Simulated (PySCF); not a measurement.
PySCF 2.14 output of an unrestricted MN15 calculation on a single atom or ion in dyall-v2z (21s14p10d2f, 127 functions), with the spin-free X2C one-electron Hamiltonian (Gaussian nucleus):

```
SCF conv_tol = 1e-09
number electrons alpha = 24  beta = 23
    H. S. Yu, X. He, S. L. Li, and D. G. Truhlar.,  Chem. Sci. 7, 5032-5051 (2016)
    H. S. Yu, X. He, S. L. Li, and D. G. Truhlar.,  Chem. Sci. 7, 5032-5051 (2016)
cycle= 1 E= -5319.14510543255  delta_E= -0.434  |g|= 3.07  |ddm|= 0.528
cycle= 2 E= -5319.14689263244  delta_E= -0.00179  |g|= 0.245  |ddm|= 0.12
cycle= 3 E= -5319.14691735333  delta_E= -2.47e-05  |g|= 0.045  |ddm|= 0.0436
cycle= 4 E= -5319.14701510334  delta_E= -9.78e-05  |g|= 0.0203  |ddm|= 0.018
cycle= 5 E= -5319.14705662205  delta_E= -4.15e-05  |g|= 0.00208  |ddm|= 0.0118
cycle= 6 E= -5319.14705751047  delta_E= -8.88e-07  |g|= 0.000269  |ddm|= 0.00183
cycle= 7 E= -5319.14705755909  delta_E= -4.86e-08  |g|= 2.81e-05  |ddm|= 0.00147
cycle= 8 E= -5319.14705762023  delta_E= -6.11e-08  |g|= 0.000112  |ddm|= 0.00078
cycle= 9 E= -5319.14705756041  delta_E= 5.98e-08  |g|= 1.79e-06  |ddm|= 0.00066
cycle= 10 E= -5319.14705756039  delta_E= 1.09e-11  |g|= 1.43e-07  |ddm|= 1.05e-05
converged SCF energy = -5319.14705756039  <S^2> = 0.7506033  2S+1 = 2.0006032
```

The run itself started from symmetry-adapted Hartree-Fock orbitals and held the occupation by maximum overlap, on a logarithmic radial grid, so the iterations belong to that start.

Q: Which element, charge and spin multiplicity is this?

A: Ag (silver, neutral), multiplicity 2; the state was [Kr] 4d9 5s2, 2D determinant (an excited configuration).
